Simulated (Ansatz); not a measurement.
B(Cl)(Br)(vinyl) (C2H3BBrCl), SMILES BrB(Cl)C=C.

Geometry optimised at PBE0-D3(BJ)/def2-SVP. This is a generated structure with no PubChem entry under its InChIKey; it may be hypothetical. One conformer was computed; it need not be the lowest.

Two levels are set side by side: PBE/def2-SVPD (Ansatz, a quantum-chemistry and plane-wave program) and PBE0/def2-SVPD (Ansatz). Energy differences of separate SCF runs at the same geometry; the states with an electron removed or added have multiplicity 2 and 2. Differences are taken from unrounded values.

| quantity | PBE |
|---|---|
| vertical ionisation energy (eV) | 10.09 |
| vertical electron affinity (eV) | 0.65 |
| vertical singlet–triplet gap (eV) | 3.54 |

Question: These are the PBE values. What does PBE0 give? (The exact figures need the calculation; the answer reports its results.)

Answer: 
```csv
quantity,PBE0,PBE minus PBE0
vertical ionisation energy (eV),10.43,-0.34
vertical electron affinity (eV),0.67,-0.02
vertical singlet–triplet gap (eV),3.47,0.07
```
